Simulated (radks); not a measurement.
All-electron atom: C4+ in [He]. Method: scalar-relativistic Kohn-Sham, PBE, spin-polarised, spherical densities, point nucleus; computed with a radial shooting solver on a logarithmic mesh with Libxc functionals.

Normalised radial functions P(r) = r R(r), r in bohr:

```
   r/bohr * 1s (the largest magnitude, 1.73, reaches the edge; | marks zero)
  0.01229 |         *
   0.0155 |            *
  0.01954 |              *
  0.02445 |                  *
  0.03083 |                      *
  0.03889 |                          *
  0.04904 |                               *
  0.06185 |                                     *
  0.07737 |                                          *
  0.09758 |                                               *
   0.1231 |                                                    *
   0.1552 |                                                      *
   0.1957 |                                                      *
   0.2468 |                                                   *
   0.3088 |                                             *
   0.3894 |                                    *
   0.4911 |                         *
   0.6193 |                *
    0.781 |        *
   0.9771 |   *
```

1s: eigenvalue -357.73 eV, 0 radial nodes, <r> = 0.268 bohr, 90 % of the charge inside 0.480 bohr.
